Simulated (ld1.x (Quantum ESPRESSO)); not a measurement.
Results of a calculation; reference values are marked as such.
# Potentials for argon compared

Generated with ld1.x 7.5 (TM, RRKJ, ultrasoft, PAW), atompaw 4.2 or ONCVPSP 4.0.1. The cutoff is in Ry: for ld1.x and atompaw files where the sum of valence levels is converged to 10 mRy in a Bessel basis, for ONCV files where the hardest occupied wave has 1 mHa per electron of residual kinetic energy. The error is the largest all-electron minus pseudo excitation energy over each file’s own four to seven test configurations (ionisations up to +4, promotions, holes and added fractions of an electron), all of which were solved. The labels leave out finer settings (local radius, basis sizes, second energies), which also bear on the numbers. Spin-polarised tests are not counted. The rows are a selection from randomly drawn settings: files with unsolved tests, undetermined cutoffs or missed reference levels are left out.

A true bound ghost makes a file unfit for plane-wave use even where its test errors are small: the radial tests pick states by their node count and pass the ghost by.

```csv
potential,cutoff (Ry),largest error (meV),bound ghosts
"TM, LDA (PZ), scalar-relativistic, rc 0.90/1.40 (sp), local smoothed, core correction no, reference 3s2 3p6",160,+399,none
"RRKJ, PBE, non-relativistic, rc 1.10/1.10/1.10 (spd), local smoothed, core correction no, reference 3s2 3p5",40,+182,none
"PAW, LDA (PZ), scalar-relativistic, rc 1.25/1.30/1.25 (spd), local smoothed, core correction yes, reference 3s2 3p6",35,-70,none
"PAW, LDA (PZ), non-relativistic, rc 1.00/1.05/0.85 (spd), local smoothed, core correction yes, reference 3s2 3p6",40,-70,s
"TM, PBE, scalar-relativistic, rc 0.95/1.00 (sp), local p, core correction no, reference 3s2 3p6",140,+223,none
"ultrasoft, LDA (PZ), scalar-relativistic, rc 1.30/1.45/1.15 (spd), local smoothed, core correction no, reference 3s2 3p6",30,+163,none
```

Task: Fill in the row for Ar: PAW, BP86, scalar-relativistic, rc 1.15/1.25 (sp), local smoothed, core correction yes, reference 3s2 3p4.

Result: cutoff 35 Ry, largest error -39 meV, bound ghosts: none.

Task: Fill in the row for Ar: RRKJ, PBEsol, scalar-relativistic, rc 0.90/1.35/1.20 (spd), local s, core correction yes, reference 3s2 3p5.5.

Result: cutoff 160 Ry, largest error +254 meV, bound ghosts: none.
